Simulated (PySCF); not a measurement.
## Dipole moment and polarisability of `C=C(F)C(F)(F)C(F)(F)F`

C4H2F6.
Cartesian coordinates in Å at the PBE0-D3(BJ)/def2-SVP level; atoms count from 1:
```xyz
12
C4H2F6 angstrom
C      1.825   -0.699   -0.550
C      0.933   -0.252    0.321
F      0.937   -0.592    1.604
C     -0.197    0.691   -0.004
F     -0.130    1.778    0.785
F     -0.111    1.081   -1.285
C     -1.600    0.073    0.191
F     -1.808   -0.215    1.467
F     -2.527    0.929   -0.212
F     -1.704   -1.041   -0.525
H      2.619   -1.374   -0.228
H      1.766   -0.387   -1.591
```

Level: PBE0/def2-SVPD (PySCF), static field, nuclei fixed, core orbitals frozen in the response. The polarisability tensor in these axes (au):

```
x   58.77 -7.01 -5.81
y   -7.01 48.73  1.87
z   -5.81  1.87 53.28
```

Task: Diagonalise the tensor; give its mean and Δα, where Δα² is half the sum of the squared differences of the eigenvalues.

Result: Principal values 44.97, 50.43 and 65.38 au; mean 53.59 au = 7.94 Å³ = 8.84 × 10⁻⁴⁰ C²·m²/J; Δα = 18.30 au (34 % of the mean).

Task: What is the dipole moment, and where does it point?

Result: (1.72, -0.95, -1.06) D, 2.23 D in size, pointing from the negative to the positive side. Measured along this direction, the outermost atoms are F9 at the negative end and H11 at the positive end.

Task: What molar refraction does this α imply?

Result: Lorentz–Lorenz: R = (4π/3)N_A α = 2.5225 cm³/(mol·Å³) × 7.94 Å³ = 20.0 cm³/mol, in the limit of long wavelengths.

Task: Form Σ f/ω² (atomic units) for the 10 lowest TDDFT singlets, given as eV and f, and set it beside the mean polarisability, which is this sum over all singlets: 7.36, 0.3638; 8.00, 0.0014; 8.06, 0.0284; 8.14, 0.0233; 9.11, 0.0027; 9.22, 0.0003; 9.33, 0.0019; 9.49, 0.0086; 9.61, 0.0085; 9.81, 0.0074.

Result: They add up to 5.81 au, 10.8 % of the 53.59 au; the largest single term is 4.97 au, from the state at 7.36 eV. Terms in order: 4.97, 0.02, 0.32, 0.26, 0.02, 0.00, 0.02, 0.07, 0.07, 0.06 au. Higher excitations give the rest. The strengths listed sum to 0.446.

Task: What would n − 1 = 2πNα be for an ideal gas of these molecules at 298.15 K and 1 atm, electronic part alone?

Result: N = p/kT = 2.4615 × 10¹⁹ cm⁻³, so n − 1 = 2π × N × 7.94 × 10⁻²⁴ cm³ = 1228 × 10⁻⁶ at long wavelengths.

Task: Along which axes do the principal values lie, and how far do the nuclei extend along each?

Result: Largest value along (0.81, -0.39, -0.45), where the nuclei span 5.05 Å; middle along (0.32, -0.35, 0.88), 3.46 Å; least along (0.50, 0.85, 0.16), 3.39 Å. 

Task: What depolarisation ratio follows for Rayleigh scattering of linearly polarised light, taking the static tensor?

Result: ρ = 3Δα²/(45ᾱ² + 4Δα²) = 1005.0/(129248 + 1340.0) = 0.0077.

Isolated species at its PBE0-D3(BJ)/def2-SVP geometry (one conformer only).
